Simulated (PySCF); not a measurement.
C$_{3}$H$_{6}$Cl, doublet, at a GFN2-xTB geometry, with bond 6-2 at 2.4 times its length; CASSCF(5,7)/6-31G (PySCF).

Input for PySCF:
```python
from pyscf import gto, scf, mcscf
import numpy

mol = gto.Mole()
mol.atom = '''
    C     0.881968   -0.690356   -0.065206
    C     2.334461   -0.222895   -0.008719
    C    -0.045219    0.451333   -0.217277
    H     0.630046   -1.249113    0.840933
    H     0.771878   -1.394276   -0.906128
    H     3.932414   -2.270210    0.233792
    Cl   -1.689305    0.260271    0.153349
    H     2.596858    0.314490   -0.916533
    H     2.487241    0.439355    0.839254
    H     0.204635    1.312395   -0.809565
'''
mol.basis = '6-31g'
mol.charge = 0
mol.spin = 1
mol.verbose = 4
mol.build()

mf = scf.ROHF(mol)
mf.kernel()
mc = mcscf.CASSCF(mf, 7, 5)
mc.fix_spin_(ss=0.75)
mc.kernel()
occ = numpy.linalg.eigvalsh(mc.fcisolver.make_rdm1(mc.ci, mc.ncas, mc.nelecas))[::-1]
ss = mc.fcisolver.spin_square(mc.ci, mc.ncas, mc.nelecas)[0]
print('natural occupations', occ.round(4), ' <S^2>', round(ss, 4))
```

Output, abridged:

```
PySCF version 2.14.0

[INPUT] verbose = 4
[INPUT] num. atoms = 10
[INPUT] num. electrons = 41
[INPUT] charge = 0
[INPUT] spin (= nelec alpha-beta = 2S) = 1
[INPUT] symmetry False subgroup None
[INPUT] Mole.unit = angstrom
[INPUT] Symbol           X                Y                Z      unit          X                Y                Z       unit  Magmom
[...]
nuclear repulsion = 147.214038417519
number of shells = 34
number of NR pGTOs = 136
number of NR cGTOs = 52
basis = 6-31g
ecp = {}

******** <class 'pyscf.scf.rohf.ROHF'> ********
method = ROHF
initial guess = minao
damping factor = 0
level_shift factor = 0
DIIS = <class 'pyscf.scf.diis.CDIIS'>
diis_start_cycle = 1
diis_space = 8
diis_damp = 0
SCF conv_tol = 1e-09
SCF conv_tol_grad = None
SCF max_cycles = 50
direct_scf = True
direct_scf_tol = 1e-13
num. doubly occ = 20  num. singly occ = 1
Set gradient conv threshold to 3.16228e-05
init E= -576.685269303773
[...]
cycle= 1 E= -575.956668154057  delta_E= 0.729  |g|= 0.627  |ddm|= 1.96
[...]
cycle= 2 E= -575.615963597684  delta_E= 0.341  |g|= 1.11  |ddm|= 1.83

WARN: HOMO -0.0710625272059915 >= LUMO -0.120480475091444

cycle= 3 E= -576.08247312056  delta_E= -0.467  |g|= 0.293  |ddm|=  1.6

WARN: HOMO -0.0408569586185865 >= LUMO -0.0897588773276217

cycle= 4 E= -576.102811487854  delta_E= -0.0203  |g|= 0.152  |ddm|= 0.241

WARN: HOMO -0.046238749378732 >= LUMO -0.0753045775263539

cycle= 5 E= -576.111973271126  delta_E= -0.00916  |g|= 0.0879  |ddm|= 0.203

WARN: HOMO -0.0369071602288653 >= LUMO -0.0744638688415267

cycle= 6 E= -576.110588709319  delta_E= 0.00138  |g|= 0.0646  |ddm|= 0.339

WARN: HOMO -0.0493468620100694 >= LUMO -0.0633218139768807

cycle= 7 E= -576.113395945804  delta_E= -0.00281  |g|= 0.00872  |ddm|= 0.12

WARN: HOMO -0.0514387793513496 >= LUMO -0.0601723923171571

cycle= 8 E= -576.113531539644  delta_E= -0.000136  |g|= 0.00885  |ddm|= 0.0282

WARN: HOMO -0.0518801071962252 >= LUMO -0.0593568237136646

cycle= 9 E= -576.113911161939  delta_E= -0.00038  |g|= 0.035  |ddm|= 0.158

WARN: HOMO -0.0518232525664137 >= LUMO -0.0593329563981968

cycle= 10 E= -576.113872512674  delta_E= 3.86e-05  |g|= 0.0317  |ddm|= 0.0145

WARN: HOMO -0.0486034394042374 >= LUMO -0.0631796107281126

cycle= 11 E= -576.116643246945  delta_E= -0.00277  |g|= 0.0753  |ddm|= 0.273

WARN: HOMO -0.049273366485763 >= LUMO -0.0624030319722972

cycle= 12 E= -576.115897220958  delta_E= 0.000746  |g|= 0.0689  |ddm|= 0.0514

[...]
converged SCF energy = -576.113259453125
[...]
linear dependence = 1e-12
level shift = 0.001
max iter space = 12
nroots = 1
pspace_size = 400
spin = None
CASCI E = -576.262173397407  S^2 = 0.7500000
Set conv_tol_grad to 0.000316228
macro iter   1 ( 20 JK    4 micro), CASSCF E = -576.323451139098  dE = -6.12777417e-02  S^2 = 0.7500000
               |grad[o]|=0.346  |grad[c]|=0.0725  |ddm|=0.0539  |maxRot[o]|=0.181
macro iter   2 ( 21 JK    4 micro), CASSCF E = -576.326513833047  dE = -3.06269395e-03  S^2 = 0.7500000
               |grad[o]|=0.0382  |grad[c]|=0.0231  |ddm|=0.0289  |maxRot[o]|=0.268
macro iter   3 ( 21 JK    4 micro), CASSCF E = -576.336073631314  dE = -9.55979827e-03  S^2 = 0.7500000
               |grad[o]|=0.025  |grad[c]|=0.0197  |ddm|=0.0206  |maxRot[o]|=0.306
macro iter   4 ( 21 JK    4 micro), CASSCF E = -576.340003859747  dE = -3.93022843e-03  S^2 = 0.7500000
               |grad[o]|=0.0177  |grad[c]|=0.0176  |ddm|=0.00605  |maxRot[o]|=0.159
macro iter   5 ( 21 JK    4 micro), CASSCF E = -576.341156873984  dE = -1.15301424e-03  S^2 = 0.7500000
               |grad[o]|=0.00661  |grad[c]|=0.00718  |ddm|=0.00576  |maxRot[o]|=0.276
macro iter   6 ( 21 JK    4 micro), CASSCF E = -576.343095784475  dE = -1.93891049e-03  S^2 = 0.7500000
               |grad[o]|=0.0029  |grad[c]|=0.0112  |ddm|=0.00511  |maxRot[o]|=0.297
macro iter   7 ( 21 JK    4 micro), CASSCF E = -576.344401446830  dE = -1.30566235e-03  S^2 = 0.7500000
               |grad[o]|=0.00364  |grad[c]|=0.00297  |ddm|=0.00415  |maxRot[o]|=0.254
macro iter   8 ( 19 JK    4 micro), CASSCF E = -576.344479335399  dE = -7.78885693e-05  S^2 = 0.7500000
               |grad[o]|=0.00171  |grad[c]|=0.000585  |ddm|=0.0016  |maxRot[o]|=0.223
macro iter   9 (  9 JK    2 micro), CASSCF E = -576.344479688604  dE = -3.53204769e-07  S^2 = 0.7500000
               |grad[o]|=0.000241  |grad[c]|=0.00022  |ddm|=0.000108  |maxRot[o]|=0.0135
macro iter  10 (  7 JK    1 micro), CASSCF E = -576.344479711705  dE = -2.31010517e-08  S^2 = 0.7500000
               |grad[o]|=5.38e-05  |grad[c]|=8.31e-05  |ddm|=    0  |maxRot[o]|=0.00275
1-step CASSCF converged in  10 macro (181 JK  35 micro) steps
CASSCF canonicalization
Density matrix diagonal elements [1.97732467 1.44598303 0.96683332 0.57976374 0.00844416 0.00366765
 0.01798343]
CASSCF energy = -576.344479711705
CASCI E = -576.344479711705  E(CI) = -5.12722540486504  S^2 = 0.7500000
natural occupations [1.9786e+00 1.4673e+00 1.0002e+00 5.3230e-01 1.8300e-02 2.8000e-03
 6.0000e-04]  <S^2> 0.75
```
